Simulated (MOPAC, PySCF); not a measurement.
[Hf(H)4], neutral singlet in the gas phase. 

Z-matrix (Å, degrees):
```
Hf
H 1 1.8469
H 1 1.8469 2 109.47
H 1 1.8469 2 109.47 3 -120.00
H 1 1.8469 2 109.47 4 -120.00
```
Charge 0, spin multiplicity 1.

All levels are single points at this geometry (r2SCAN-D4/def2-SVP); Pople sets use spherical d functions. Orbital energies aren't observables, and empty levels follow the basis.

| level | HOMO (eV) | LUMO (eV) | gap (eV) | dipole (D) | vertical IE, Delta-SCF (eV) |
|---|---|---|---|---|---|
| TPSSh-D3(BJ)/def2-TZVP in PySCF | -7.89 | -2.47 | 5.42 | 0.00 | – |
| B3LYP/6-31G* (LANL2DZ on Hf) in PySCF | -8.59 | -2.77 | 5.82 | 0.00 | 11.20 |
| B3LYP/LANL2DZ in PySCF | -8.55 | -2.74 | 5.82 | 0.00 | – |
| BP86/6-31G* (LANL2DZ on Hf) in PySCF | -7.60 | -3.63 | 3.96 | 0.00 | – |
| M06-2X/6-31G* (LANL2DZ on Hf) in PySCF | -9.95 | -1.75 | 8.20 | 0.00 | – |
| SVWN5/6-31G* (LANL2DZ on Hf) in PySCF | -7.47 | -3.77 | 3.70 | 0.00 | – |
| HF/6-31G* (LANL2DZ on Hf) in PySCF | -12.04 | 0.65 | 12.69 | 0.00 | 10.99 |
| PM6 in MOPAC | -12.29 | -3.16 | 9.13 | 0.00 | – |
| PM7 in MOPAC | -13.07 | 1.93 | 15.00 | 0.00 | – |
